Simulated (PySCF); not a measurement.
Species: (H2Ga-mu-SbH2)2.
Bonds: Ga1–Sb4, Ga1–Sb8, Sb4–Ga5, Ga5–Sb8. Hydrogens: H2, H3 on Ga1; H9, H10 on Sb4; H6, H7 on Ga5; H11, H12 on Sb8.

Method: PBE0-D3(BJ)/def2-SVP geometry optimisation, gas phase, def2 core potentials past Kr (PySCF); density fitting, grid level 1; the optimiser is geomeTRIC in internal coordinates, started from a GFN2-xTB structure with every atom displaced at random (about 0.03 Å).

Step 3: E = -117934.2727 eV
```
atom  x, y, z in Å  |  force x, y, z in eV/Å
Ga1    -0.6741   -0.7921   -0.9401    0.409   0.017   0.082
H2     -1.1916    0.0609   -2.1430   -0.099  -0.077  -0.051
H3     -0.0686   -2.2510   -0.9432   -0.215   0.114  -0.031
Sb4    -2.0123   -0.1664    1.4049    0.153   0.016   0.069
Ga5     0.7230    0.8010    0.9307   -0.537  -0.272   0.028
H6      1.1499   -0.0962    2.1362    0.190   0.089   0.050
H7      0.1243    2.2438    0.9395    0.155   0.109   0.027
Sb8     2.0232    0.1796   -1.4155    0.023   0.037  -0.058
H9     -2.3044   -1.8513    1.2872   -0.014   0.001  -0.045
H10    -3.1840    0.2333    0.2294   -0.077  -0.018  -0.071
H11     3.1953   -0.2958   -0.2589   -0.013   0.008   0.008
H12     2.3347    1.8515   -1.1762    0.026  -0.023  -0.008
```

Step 4: E = -117934.3344 eV
```
atom  x, y, z in Å  |  force x, y, z in eV/Å
Ga1    -0.6464   -0.7770   -0.9698    0.274   0.148   0.115
H2     -1.2553    0.0104   -2.1740   -0.044   0.008   0.006
H3     -0.1559   -2.2618   -0.9497   -0.050  -0.049   0.000
Sb4    -1.9913   -0.1678    1.3982    0.011   0.072   0.073
Ga5     0.6865    0.8066    0.9907   -0.450  -0.269  -0.181
H6      1.2189   -0.0631    2.1729    0.114   0.067   0.014
H7      0.1716    2.2813    0.9562    0.118   0.051   0.037
Sb8     1.9962    0.1744   -1.4048    0.092   0.037  -0.033
H9     -2.2210   -1.8550    1.2353   -0.034  -0.009  -0.038
H10    -3.1274    0.2337    0.1815   -0.009  -0.045   0.013
H11     3.1418   -0.3087   -0.2261   -0.028   0.012  -0.011
H12     2.2977    1.8441   -1.1593    0.006  -0.023   0.004
```

Step 5: E = -117934.3696 eV
```
atom  x, y, z in Å  |  force x, y, z in eV/Å
Ga1    -0.6185   -0.7652   -0.9844    0.203   0.199   0.033
H2     -1.2971   -0.0229   -2.1842    0.014   0.051   0.070
H3     -0.2226   -2.2713   -0.9494    0.045  -0.110   0.027
Sb4    -1.9854   -0.1681    1.3997   -0.067   0.027   0.153
Ga5     0.6414    0.7940    1.0118   -0.288  -0.185  -0.239
H6      1.2658   -0.0242    2.1850    0.061   0.000  -0.015
H7      0.2138    2.2965    0.9726    0.060   0.024  -0.003
Sb8     2.0052    0.1770   -1.4133   -0.012  -0.031  -0.059
H9     -2.1803   -1.8554    1.1965   -0.013   0.013  -0.015
H10    -3.0943    0.2250    0.1605   -0.013  -0.009  -0.013
H11     3.1053   -0.3098   -0.2016    0.017  -0.006   0.035
H12     2.2824    1.8415   -1.1423   -0.007   0.029   0.026
```

Step 6: E = -117934.3984 eV
```
atom  x, y, z in Å  |  force x, y, z in eV/Å
Ga1    -0.5559   -0.7376   -0.9929   -0.033   0.099  -0.039
H2     -1.2990   -0.0194   -2.1717    0.022   0.053   0.106
H3     -0.2467   -2.2622   -0.9314    0.056  -0.121   0.033
Sb4    -1.9866   -0.1674    1.4135   -0.189  -0.014   0.185
Ga5     0.5732    0.7677    1.0231   -0.032  -0.003  -0.165
H6      1.3082    0.0091    2.1736    0.004  -0.056  -0.043
H7      0.2539    2.2982    0.9692    0.004  -0.008  -0.037
Sb8     1.9935    0.1619   -1.4335    0.176   0.020  -0.050
H9     -2.1391   -1.8488    1.1585    0.008  -0.015   0.009
H10    -3.0576    0.2164    0.1420   -0.004   0.030  -0.032
H11     3.0424   -0.3262   -0.1765    0.006   0.001   0.010
H12     2.2294    1.8256   -1.1230   -0.018   0.014   0.023
```

Question: Estimate the geometry and energy of step 7. (The exact step hangs on the optimiser's Hessian estimate; all steps are aligned on step 6, rigid shifts and turns removed.)

Answer: E = -117934.4065 eV, largest force 0.251 eV/Å
```
atom  x, y, z in Å  |  force x, y, z in eV/Å
Ga1    -0.5483   -0.7402   -0.9910    0.148   0.038  -0.108
H2     -1.3250   -0.0039   -2.1329    0.041   0.038   0.047
H3     -0.2747   -2.2764   -0.9105    0.055  -0.020  -0.002
Sb4    -2.0156   -0.1723    1.4340   -0.200   0.005   0.060
Ga5     0.5346    0.7335    0.9817    0.184   0.143  -0.040
H6      1.3292    0.0210    2.1255   -0.050  -0.101  -0.040
H7      0.2790    2.2788    0.9417   -0.062  -0.027  -0.061
Sb8     2.0739    0.1804   -1.4581   -0.221  -0.094   0.073
H9     -2.1652   -1.8515    1.1589    0.028  -0.017   0.015
H10    -3.0800    0.2075    0.1452    0.075   0.021   0.044
H11     3.0639   -0.3019   -0.1499    0.009   0.009  -0.006
H12     2.2435    1.8424   -1.0935   -0.007   0.004   0.017
```

The energy changes by -0.0081 eV. The first-order estimate −F·Δx gives -0.0414 eV and the mean of the old and new forces, exact on a quadratic surface, -0.0081 eV. The step makes an angle of 54° with the force vector and moves no atom by more than 0.086 Å.

The cost below is that of the whole optimisation. Hardware: an Arm Neoverse V2 with one thread, no GPU, on a shared host. Cost: 3.4 min of wall time, 0.76 GiB resident at most.
